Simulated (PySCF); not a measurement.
## Spinor energies of Al (aluminium, neutral)

Start: [Ne] 3s2 3p1; 3p1/2 filled at m_j = +1/2. Calculated with PySCF 2.14 in x2c-TZVPall-2c: generalised Hartree-Fock with the X2C-1e Hamiltonian and a Gaussian nucleus; one run each with spin-orbit coupling (SO) switched off, then screened by Boettger's factors.

| spinor shell | electrons | ε, spin-free (eV) | ε, screened SO (eV) | weight of nominal j (screened SO) | rms radius, screened SO (bohr) |
| --- | --- | --- | --- | --- | --- |
| 1s1/2 | 2 | -1595.0 | -1595.0 | 1.000 | 0.139 |
| 2s1/2 | 2 | -134.03 | -134.02 | 1.000 | 0.676 |
| 2p1/2 | 2 | -87.454 | -87.884 | 0.987 | 0.672 |
| 2p3/2 | 4 | -87.454 | -87.227 | 0.994 | 0.675 |
| 3s1/2 | 2 | -10.761 | -10.757 | 0.993 | 2.81 |
| 3p1/2 | 1 | -6.006 | -6.016 | 0.916 | 3.65 |

```csv
quantity,spin-free,screened SO
E (hartree),-242.31146,-242.31195
M_J,1/2,1/2
⟨J²⟩,1.057,1.031
⟨L²⟩,2.086,2.087
⟨S²⟩,0.779,0.779
```

Each row is a mean over spinors that exchange with the open shell spreads, by up to 0.417 eV (3s1/2).

⟨J²⟩ departs a little from M_J(M_J + 1) because the unrestricted spinors polarise the closed shells.

Without spin-orbit coupling the j labels of p, d and f shells carry no meaning; the spin-free column gives the mean over the occupied spinors of each nl shell, and its ⟨J²⟩ belongs to a mixture of degenerate components.
